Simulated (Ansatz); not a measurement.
Program: Ansatz.

Input:

```yaml
crystal:
  lattice:
    - [6.796884, 0.0, 0.0]
    - [0.0, 6.796884, 0.0]
    - [0.0, 0.0, 6.796884]
  atoms:
    - { symbol: O, position: [0.0318268, 0.24713292, 0.79229165] }
    - { symbol: H, position: [0.08724629, 0.28183478, 0.92042151] }
    - { symbol: H, position: [-0.08682886, 0.32755476, 0.78739397] }
    - { symbol: O, position: [0.1120378, 0.979385, 0.16248988] }
    - { symbol: H, position: [0.15030005, 1.09064938, 0.24194938] }
    - { symbol: H, position: [0.21764973, 0.91166621, 0.10706377] }
    - { symbol: O, position: [0.85312175, 0.63545403, 1.0241902] }
    - { symbol: H, position: [0.89680642, 0.54319827, 1.11340167] }
    - { symbol: H, position: [0.95610081, 0.73008528, 1.08109112] }
    - { symbol: O, position: [0.38446903, 0.87327115, 0.71928858] }
    - { symbol: H, position: [0.42058935, 0.83294906, 0.58565391] }
    - { symbol: H, position: [0.43415243, 1.0154676, 0.73784773] }
    - { symbol: O, position: [0.55232317, 0.49174486, 0.60457024] }
    - { symbol: H, position: [0.67127951, 0.54443301, 0.66752824] }
    - { symbol: H, position: [0.46127386, 0.48116569, 0.71066584] }
    - { symbol: O, position: [0.28377974, 0.61941766, 0.18205613] }
    - { symbol: H, position: [0.22019084, 0.72237969, 0.26693296] }
    - { symbol: H, position: [0.37202937, 0.70751452, 0.10576161] }
    - { symbol: O, position: [0.2908633, 0.26672169, 0.36266721] }
    - { symbol: H, position: [0.31148941, 0.40248289, 0.31255448] }
    - { symbol: H, position: [0.35906158, 0.2785414, 0.48102221] }
    - { symbol: O, position: [-0.15626661, 0.91672095, 0.53781051] }
    - { symbol: H, position: [-0.08949744, 0.92229385, 0.422489] }
    - { symbol: H, position: [-0.10093293, 1.01035841, 0.63311407] }
    - { symbol: S, position: [0.57706706, 0.0848487, 1.18022059] }
    - { symbol: O, position: [0.75360092, 0.2122632, 1.18193388] }
    - { symbol: O, position: [0.43866075, 0.1033287, 1.01359524] }
basis:
  ecutwfc: 420.0
kpoints:
  mp_grid: { grid: [1, 1, 1] }
hamiltonian:
  xc: pbe
  dispersion: d3bj
scf:
  occupations: { method: fermi_dirac, width: 0.02 }
  lower_state_search: "off"
  max_iter: 98
md:
  timestep: 50.0
  n_steps: 25
  ensemble: nvt_langevin
  temperature: 1000.0
  initial_velocities: maxwell_boltzmann
  seed: 174815
  friction: 0.005
```

Command:

```bash
$ ansatz run input.yaml --threads 1 --pin off --max-ram 3072MiB --backend cpu --events-out ev --progress --plain --runs-dir out
```

Task: What happens when this is run, and what is wrong with the input?

Result: The time step is many times too long. The program accepted the input, but its numbers aren't properties of this system. The calculation hadn't finished when its time ran out.

```
md step     0: t =     0.00 fs  T =   963.0 K  F+E_penalty+E_count = -6830.11926170 eV  E_kin = 3.360760 eV  (10 SCF iters)
[... lines left out ...]
```
